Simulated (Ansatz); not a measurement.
Born–Oppenheimer molecular dynamics of CH6F2OSi2 (12 atoms, charge 0, multiplicity 1). It starts from a relaxed structure.

All numbers below come from RKS PBE-D4/6-31G in Ansatz 0.2.0.

```
ensemble        : NVT, Langevin thermostat
time step       : 0.5 fs
steps asked     : 150
set temperature : 300 K
friction        : 0.001 /fs
seed            : 557155
```

First frame:

```xyz
12
Properties=species:S:1:pos:R:3
Si -0.009 -0.013 -0.206
O -0.303 -0.302 1.415
Si -1.373 -0.475 2.762
H -2.606 -1.257 2.361
H -0.611 -1.216 3.834
H -1.775 0.895 3.263
C 1.828 0.031 -0.562
H 2.285 -0.930 -0.280
H 2.015 0.215 -1.631
H 2.303 0.831 0.026
F -0.764 1.437 -0.666
F -0.788 -1.196 -1.144
```

Task: How far do the bonds stretch over the last three quarters of this one trajectory? (Pairs bonded in most of those frames.)

Result: 
| bond | mean (Å) | spread (Å) | shortest | longest |
| --- | --- | --- | --- | --- |
| Si1–O2 | 1.684 | 0.042 | 1.63 | 1.76 |
| Si1–C7 | 1.877 | 0.044 | 1.81 | 1.94 |
| Si1–F11 | 1.704 | 0.018 | 1.67 | 1.73 |
| Si1–F12 | 1.704 | 0.022 | 1.67 | 1.74 |
| O2–Si3 | 1.749 | 0.033 | 1.68 | 1.80 |
| Si3–H4 | 1.516 | 0.005 | 1.51 | 1.53 |
| Si3–H5 | 1.511 | 0.007 | 1.50 | 1.52 |
| Si3–H6 | 1.517 | 0.044 | 1.45 | 1.59 |
| C7–H8 | 1.105 | 0.024 | 1.06 | 1.14 |
| C7–H9 | 1.104 | 0.028 | 1.06 | 1.15 |
| C7–H10 | 1.101 | 0.015 | 1.08 | 1.13 |

Mean temperature of the second half: 153 K. The mean temperature of the second half is 49 % below the set value. A run of 0.075 ps of so small a system gives no equilibrium averages. Limits of this set-up: no polarisation functions.

The run took 8.3 min on 1 thread of AMD EPYC 7R43 64-Core Processor (Zen 3), with other jobs on the host, peak memory 0.14 GiB.
